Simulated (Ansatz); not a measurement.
CH8ClNOSi2, SMILES `CN([SiH2]O)[SiH2]Cl` from Hartree–Fock to CCSD(T)

Cartesian coordinates in Å:
```
C -1.258 0.580 1.076
N -0.295 0.246 0.027
Si 1.352 0.736 0.266
O 2.337 -0.237 -0.613
Si -0.722 -0.828 -1.229
Cl -0.152 -2.785 -0.816
H -0.989 0.126 2.035
H -1.325 1.663 1.221
H -2.256 0.229 0.806
H 1.619 2.106 -0.231
H 1.610 0.673 1.732
H 2.318 -1.179 -0.427
H -2.197 -0.846 -1.354
H -0.041 -0.483 -2.493
```

Charge 0, multiplicity 1. All single points use the PBE0-D4/def2-TZVP geometry. It is one conformer, not always the lowest. Frozen core, restricted reference, the Gaussian-basis code of Ansatz. CBS rows extrapolate triple and quadruple zeta; past MP2 they add the triple-zeta difference.

| basis | HF (Eh) | MP2 corr. | CCSD corr. | (T) | CCSD(T) total |
| --- | --- | --- | --- | --- | --- |
| def2-TZVPP | -1209.46845 | -1.06087 | -1.12238 | -0.04333 | -1210.63416 |
| def2-QZVPP | -1209.50846 | -1.14547 | – | – | – |
| CBS(def2) | -1209.51397 | -1.20813 | -1.26964 | as TZ | -1210.82694 |
